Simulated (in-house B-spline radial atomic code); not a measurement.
Cu¹⁷⁺. Computed with a B-spline radial atomic code. Model: all-electron spherical atom, spin shells full or empty, radial basis limit, no spin-orbit coupling: exact exchange with a local potential (Slater, KLI or optimised effective potential, whose far tail is KLI's), no correlation.

The run also made RPA and GW results, which its time includes.

The Slater potential averages the orbital exchange potentials with the orbital densities as weights, KLI adds orbital constants, and the optimised effective potential minimises the exact-exchange energy among local potentials. So their energies lie above Hartree-Fock in the order OEP, KLI, Slater. All fall off as −1/r, unlike LDA and GGA exchange.

Command:
```bash
python run_gw.py task.json out
```
Settings (nuclear radius in fm, other lengths in bohr, energies in hartree):
```
Z                      29
electrons              12
configuration          [Ne] 3s2
hamiltonian            x2c
method                 kli
lmax                   9
rms_radius             3.8823
spin_polarised         False
box_radius             4.58
intervals              94
ion_configuration      [Ne] 3s1
```

Cost of the run: 8.8 s on 1 thread of Arm Neoverse N1 (shared host).

Given: hamiltonian one-electron scalar X2C; mean-field start exchange-only KLI.

Computed: energy above Hartree-Fock 5.4713 millihartree.

```
radius (bohr)  r times exchange potential (hartree bohr)
      0.00172                                  -0.042764
      0.00207                                  -0.051402
      0.00248                                  -0.061482
      0.00298                                  -0.073705
      0.00357                                  -0.088021
      0.00429                                   -0.10531
      0.00515                                   -0.12566
      0.00617                                   -0.14935
      0.00741                                    -0.1774
      0.00889                                    -0.2097
       0.0107                                   -0.24735
       0.0128                                          ?
       0.0154                                   -0.33484
       0.0184                                   -0.38267
       0.0221                                   -0.43317
       0.0265                                   -0.48163
       0.0318                                   -0.52474
       0.0382                                   -0.55773
       0.0458                                   -0.57551
        0.055                                   -0.57694
        0.066                                   -0.57045
       0.0792                                    -0.5836
        0.095                                          ?
        0.114                                   -0.76433
        0.137                                   -0.89631
        0.164                                    -1.0078
        0.197                                    -1.0785
        0.236                                    -1.0871
        0.284                                    -1.0213
         0.34                                   -0.88867
        0.408                                   -0.76374
         0.49                                   -0.79106
        0.588                                    -0.8898
        0.705                                   -0.95703
        0.846                                   -0.98782
         1.02                                    -0.9979
         1.22                                   -0.99985
```

What belongs in the row 0.0128?

r times exchange potential (hartree bohr): -0.28831.

What belongs in the row 0.095?

r times exchange potential (hartree bohr): -0.64892.

```json
{"occupied": "1s", "level (hartree)": "-349.44", "Hartree-Fock level (hartree)": "-356.21"}
{"occupied": "2s", "level (hartree)": "-62.522", "Hartree-Fock level (hartree)": "-64.342"}
{"occupied": "2p", "level (hartree)": "?", "Hartree-Fock level (hartree)": "?"}
{"occupied": "3s", "level (hartree)": "-23.109", "Hartree-Fock level (hartree)": "-23.112"}
```

What belongs in the row 2p?

level (hartree): -57.379; Hartree-Fock level (hartree): -58.57.

```
empty  level (hartree)
   3p          -21.515
   3d                ?
   4s          -12.122
   4p          -11.489
   4d          -10.685
   4f          -10.207
```

What belongs in the row 3d?

level (hartree): -19.334.

The highest level, 3s, differs from Hartree-Fock by +0.092 eV and the deepest, 1s, by +184 eV: a local potential can match the highest level but can't give each shell its own exchange.
